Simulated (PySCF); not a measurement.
# Polarisability and C₆ of Zn³⁺ (zinc, charge +3)

[Ar] 3d9, 2D determinant. All numbers are calculated (PySCF 2.14, the spin-free X2C one-electron Hamiltonian (Gaussian nucleus), in aug-cc-pwCVTZ-DK (10s9p7d4f3g, 127 functions)). Coupled (time-dependent) response in atomic units; α is the mean over directions.

```
 method  mean α (bohr³)         α xx, yy, zz  C₆ (like pair)   S(−4)
r2SCANh           1.483  1.438, 1.438, 1.571           3.414  0.7010
```

S(−4) is the Cauchy moment in α(ω) = α(0) + S(−4) ω² + …

α(iu) at r2SCANh:

```
u (hartree)  α(iu) (bohr³)
          0          1.483
     0.0500          1.481
      0.100          1.476
      0.200          1.456
      0.300          1.424
      0.500          1.339
      0.750          1.215
       1.00          1.096
       1.50         0.8944
       2.00         0.7401
       3.00         0.5274
       5.00         0.3049
```

A single London oscillator, α(iu) = α/(1 + u²/ω²), gives C₆ = (3/4) ω α². Matching the computed C₆ needs ω = 4 × 3.414 / (3 × 1.483²) = 2.07 hartree.

For an ion, C₆ is the dispersion term alone; charge-induced terms of lower order in 1/R come first.

The components differ because the open shell of this determinant is not spherical; for a pure term their mean is the scalar polarisability.
